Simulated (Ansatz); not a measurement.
All values below come from frozen-core CCSD(T)/cc-pVTZ // TPSSh-D3(BJ)/def2-TZVP run with Ansatz (a program for electronic structure).

Ansatz 0.2 input:
```yaml
crystal:
  periodic: [false, false, false]
  atoms:
    - { symbol: N, position_ang: [1.390107, -0.435932, 0.106001] }
    - { symbol: Si, position_ang: [-0.035778, 0.457181, -0.091979] }
    - { symbol: N, position_ang: [-1.356823, -0.587465, 0.090251] }
    - { symbol: Cl, position_ang: [0.133002, 2.004726, 1.261396] }
    - { symbol: Cl, position_ang: [-0.338066, 1.352428, -1.92561] }
    - { symbol: H, position_ang: [2.250595, 0.021533, 0.367343] }
    - { symbol: H, position_ang: [1.550121, -1.264644, -0.448669] }
    - { symbol: H, position_ang: [-2.254588, -0.353685, -0.306448] }
    - { symbol: H, position_ang: [-1.441053, -1.159118, 0.918553] }
basis:
  gaussian: { orbitals: cc-pVTZ }
correlation:
  method: ccsd_t
```

Output:

```
Functional definition: HF
1274 factors; integrals over basis functions are off by at most 1.1e-3 eV
mean field evaluation 1: about -35900.0006 eV, gradient 4.4e1 eV
mean field evaluation 2: about -35900.2593 eV, gradient 4.4e1 eV
mean field evaluation 4: about -35904.0929 eV, gradient 3.0e0 eV
mean field evaluation 8: about -35904.1373 eV, gradient 2.3e-1 eV
mean field evaluation 16: about -35899.9999 eV, gradient 4.4e1 eV
mean field -35904.13750282 eV, -1319.4527165303 hartree, gradient 3.2e-6 eV, S^2 0.000000; 0 other end points of the search recorded, 0 dependent functions left out
17 core orbitals not correlated
reference -35904.13750282 eV, -1319.4527165303 hartree; 16, 16 occupied and 185, 185 virtual orbitals, 1274 factors
second order -25.02336025 eV of doubles, -0.00000000 eV of singles
cycle   1  -25.70570262 eV  change   -6.8e-1 eV  update   8.8e-2
cycle   2  -26.20276647 eV  change   -5.0e-1 eV  update   2.4e-2
cycle   3  -26.29059677 eV  change   -8.8e-2 eV  update   1.1e-2
cycle   4  -26.28115052 eV  change    9.4e-3 eV  update   2.4e-3
cycle   5  -26.28157383 eV  change   -4.2e-4 eV  update   1.0e-3
cycle   6  -26.28159408 eV  change   -2.0e-5 eV  update   2.8e-4
cycle   7  -26.28148289 eV  change    1.1e-4 eV  update   1.0e-4
cycle   8  -26.28149597 eV  change   -1.3e-5 eV  update   2.9e-5
perturbative correction -1.06399562 eV, -0.0391011178 hartree
Total energy: -35931.48299442 eV, -1320.4576448109 hartree
```

Cost: roughly 4 core-minutes.
